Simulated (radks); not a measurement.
The numbers below are computed, except where a source is named.
Spherical quantum dot in the effective-mass picture: electrons in a parabolic well V = omega^2 r^2 / 2 with omega = 0.647, all in effective atomic units (hartree* = m*/eps^2 hartree, bohr* = eps/m* bohr), one dielectric constant everywhere. Level of theory: non-relativistic Kohn-Sham, PBE, spin-polarised, spherical densities (a radial shooting solver with Libxc functionals). Levels are named by radial order and angular momentum (1s, 1p, 1d, 2s, ...), and open shells are averaged over m. Results are scaled to m* = 0.226 and eps = 16.6, for which hartree* = 22.32 meV and bohr* = 3.887 nm.

N = 23, configuration 1s2 1p6 1d10 2s2 1f(up 3, down 0). This is the lowest configuration that the search found. Occupied and some empty levels:

| level | occupation | eigenvalue (meV) | <r> (nm) |
|---|---|---|---|
| 1s up | 1 | 190.24 | 9.130 |
| 1s down | 1 | 190.51 | 8.954 |
| 1p up | 3 | 195.47 | 11.09 |
| 1p down | 3 | 195.95 | 10.97 |
| 1d up | 5 | 201.74 | 12.43 |
| 1d down | 5 | 202.36 | 12.36 |
| 2s up | 1 | 203.95 | 10.37 |
| 2s down | 1 | 204.36 | 10.44 |
| 1f up | 3 | 208.91 | 13.48 |
| 1f down | 0 | 209.61 | 13.44 |
| 2p up | 0 | 212.22 | 11.67 |
| 2p down | 0 | 212.61 | 11.72 |
| 1g up | 0 | 216.87 | 14.36 |
| 1g down | 0 | 217.60 | 14.36 |
| 2d up | 0 | 220.95 | 12.89 |
| 2d down | 0 | 221.35 | 12.92 |

Energy (meV): total 2910.33, kinetic 271.77, external 1065.1, Hartree 1754.8, exchange-correlation -181.35.
